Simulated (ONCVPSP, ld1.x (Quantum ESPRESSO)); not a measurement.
Potentials for Ce (Z = 58) compared

Generated with ld1.x 7.5 (TM, RRKJ, ultrasoft, PAW), atompaw 4.2 or ONCVPSP 4.0.1. The cutoff is in Ry: for ld1.x and atompaw files where the sum of valence levels is converged to 10 mRy in a Bessel basis, for ONCV files where the hardest occupied wave has 1 mHa per electron of residual kinetic energy. The error is the largest all-electron minus pseudo excitation energy over each file’s own four to seven test configurations (ionisations up to +4, promotions, holes and added fractions of an electron), all of which were solved. The labels leave out finer settings (local radius, basis sizes, second energies), which also bear on the numbers. Spin-polarised tests are not counted. The rows are a selection from randomly drawn settings: files with unsolved tests, undetermined cutoffs or missed reference levels are left out.

A true bound ghost makes a file unfit for plane-wave use even where its test errors are small: the radial tests pick states by their node count and pass the ghost by.

| potential | cutoff (Ry) | largest error (meV) | bound ghosts |
| --- | --- | --- | --- |
| ONCV, PBE, scalar-relativistic, rc 2.65/2.85/3.20/1.45 (spdf), local f, core correction yes, reference 4f1 5s2 5p6 5d1 6s1.5 6p0.5, qcut 5.6/5/4.8/12.9, projectors 2/2/2/0 | 129 | -15 | s, p |
| ONCV, BLYP, scalar-relativistic, rc 2.75/2.80/3.35/1.60 (spdf), local smoothed, core correction yes, reference 4f1 5s2 5p6 5d1 6s2, qcut 3.9/5.1/4.6/12.2, projectors 3/2/2/1 | 119 | +329 | none |
| ONCV, PBE, scalar-relativistic, rc 1.60/2.70/2.65 (spd), local smoothed, core correction no, reference 5s2 5p6 5d1, qcut 3.4/3.9/3.5, projectors 3/2/2 | 109 | +10.0 | none |
| TM semilocal, PBE, non-relativistic, rc 2.80/2.75/3.10/1.80 (spdf), local s, core correction yes, reference 4f0.5 5p6 5d1.5 6s2 6p0 | 100 | +121 | none |

Task: Fill in the row for Ce: ONCV, LDA (Perdew-Wang 92), scalar-relativistic, rc 2.60/1.80/1.80 (spd), local d, core correction yes, reference 5s2 5p6 5d1 6s2, qcut 3.7/3.9/4.5, projectors 2/3/0.

Result: cutoff 74 Ry, largest error -71 meV, bound ghosts: none.

Task: Fill in the row for Ce: ONCV, LDA (Perdew-Wang 92), scalar-relativistic, rc 2.70/2.95/1.25/1.25 (spdf), local f, core correction yes, reference 4d10 4f1 5s2 5p6 5d1 6s2, qcut 5.1/4/13.5/13.3, projectors 2/3/3/0.

Result: cutoff 146 Ry, largest error +354 meV, bound ghosts: s.
